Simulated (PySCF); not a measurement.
**C₆ coefficients of unlike pairs at PBE**

Calculated with PySCF 2.14 from the dipole response of each species, C₆(A,B) = (3/π) ∫ α_A(iu) α_B(iu) du, in atomic units, from isotropic polarisabilities. For ions this is the dispersion term alone; charge-induced terms of lower order in 1/R come first.

```csv
species,configuration,basis,relativity,α (bohr³),C₆ (like pair)
Cu,[Ar] 3d10 4s1 (2S),aug-cc-pVTZ-PP with ECP10MDF (6s6p5d3f2g),core potential,40.86,243.2
Re,[Xe] 4f14 5d5 6s2 (6S),aug-cc-pVDZ-PP with ECP60MDF (5s5p4d2f),core potential,64.37,735.4
F²⁺,[He] 2s2 2p3 (4S),def2-TZVPPD (6s4p3d1f),none,1.235,1.560
Pt³⁺,[Xe] 4f14 5d7 (4F),def2-TZVPPD with the def2 core potential (60 electrons) (6s5p3d2f1g),core potential,6.009,34.53
```

**Question.** Estimate C₆ for Re with Cu.

**Answer.** The integral gives 420.4. The combination rule 2 C_A C_B / (C_A α_B/α_A + C_B α_A/α_B) gives 420.9 and the geometric mean 422.9.

No spin-orbit coupling is included.

The other pairs:

```csv
pair,C₆
"Pt³⁺, F²⁺",7.321
"Pt³⁺, Cu",69.59
"F²⁺, Re",26.57
"F²⁺, Cu",14.48
"Pt³⁺, Re",128.0
```
